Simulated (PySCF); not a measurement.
Start geometry of `O=[Se](=O)(F)F` from GFN2-xTB (Å):
```
atom  x, y, z in Å
O1    -0.2651   -1.2020   -1.0658
Se2   -0.0762   -0.1904    0.0504
O3    -0.3988   -0.4244    1.5156
F4    -0.8062    1.3407   -0.4480
F5     1.5549    0.4789   -0.0694
```

Task: What comes out of this run: PBE0-D3(BJ)/def2-SVP geometry optimisation, gas phase in PySCF 2.14.0?

Result: 
```
atom  x, y, z in Å
O1     0.1582   -1.2546   -1.0918
Se2    0.0206   -0.1803    0.0522
O3     0.0249   -0.4372    1.6066
F4    -1.3353    0.8013   -0.3131
F5     1.1407    1.0743   -0.2711
```

The energy falls by 0.292 eV over 6 energy and gradient evaluations, the largest force component goes from 0.0910 to 1.4e-04 Eh/bohr, and the atoms move by 0.049 Å rms after alignment. Among the bonds, O1=Se2 and Se2=O3 change most and about equally (+0.057 Å). Bonds longer at the end by more than 0.005 Å: 2 of 4; shorter: 2. Rotational constants go from 4224, 3976, 3881 to 4120, 4080, 3929 MHz. The orientation of the end geometry is arbitrary; only internal coordinates are fixed.

The run used 88 basis functions and 46 SCF cycles in all.

Not checked by PBE0-D3(BJ)/def2-SVP frequencies.
